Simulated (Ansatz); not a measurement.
System: sum formula InClF2 (charge 0, singlet). 
Structure (B3LYP-D3(BJ)/def2-TZVP (Ansatz, a quantum-chemistry and plane-wave program) minimum search):
```
In
F 1 1.9364
F 1 1.9364 2 114.76
Cl 1 2.2976 2 122.62 3 180.00
```
Charge 0, spin multiplicity 1.

Dipole moments at this geometry, in debye (magnitudes).

| level | program | dipole (D) |
|---|---|---|
| PBE/def2-TZVPD | Ansatz | 1.18 |
| BLYP/def2-TZVPD | Ansatz | 1.23 |
| r2SCAN/def2-TZVPD | Ansatz | 1.16 |
| B3LYP/def2-TZVPD | Ansatz | 1.29 |
| BHLYP/def2-TZVPD | Ansatz | 1.34 |
| r2SCAN0/def2-TZVPD | Ansatz | 1.25 |
| CAM-B3LYP/def2-TZVPD | Ansatz | 1.28 |
| wB97M-V/def2-TZVPD | Ansatz | 1.23 |
| wB97X-V/def2-TZVPD | Ansatz | ? |
| CCSD(T)/def2-SVPD | Ansatz | ? |

Question: Fill in the missing entries.

Answer: 
- wB97X-V/def2-TZVPD, dipole (D): 1.17
- CCSD(T)/def2-SVPD, dipole (D): 1.28
